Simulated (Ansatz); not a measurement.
Ideal-gas functions of GaHI2 (`[I][GaH][I]`) at 500 K and 1 bar, from an Ansatz frequency run at PBE0-D4/def2-TZVP.

Molar mass 324.54 g/mol, point group C2v (symmetry number 2), electronic degeneracy 1, moments of inertia 97.866, 1131.513, 1229.379 u Å². Harmonic wavenumbers (cm⁻¹, unscaled): 70, 225, 281, 405, 587, 2021.

Use S(trans) = R[1.5 ln M + 2.5 ln T − 1.1517]; rotational temperatures θ = 24.2544 K / I; S(rot) = R[ln(√π/σ · √(T³/θAθBθC)) + 1.5]; for each mode x = 1.438777 ν̃/T, S = R[x/(eˣ − 1) − ln(1 − e⁻ˣ)] and H = RT x/(eˣ − 1); 1 cm⁻¹ = 0.0119627 kJ/mol; R = 8.31446 J/(mol·K).

Question: By hand: the entropy, in J/(mol·K).

Answer: Translation 191.7. Rotation: θ = 0.2478, 0.0214, 0.0197 K, giving 127.1. Vibration, mode by mode: 21.65, 12.07, 10.30, 7.50, 4.88, 0.17, in all 56.6. Electronic 0.0. Sum 375.4 J/(mol·K).

Question: By hand: H − E and G − E in kJ/mol, counted from the electronic energy.

Answer: Zero-point energy ½ × 3589 × 0.0119627 = 21.5; thermal vibration 13.3; translation, rotation and pV give 4 RT = 16.6. H − E = 51.4 kJ/mol, and G − E = 51.4 − 500 × 375.4/1000 = -136.3 kJ/mol.

Vibration gives 15 % of the entropy, 21.7 J/(mol·K) of it from the mode under 150 cm⁻¹: soft modes count most, and the harmonic formula is weakest for them.
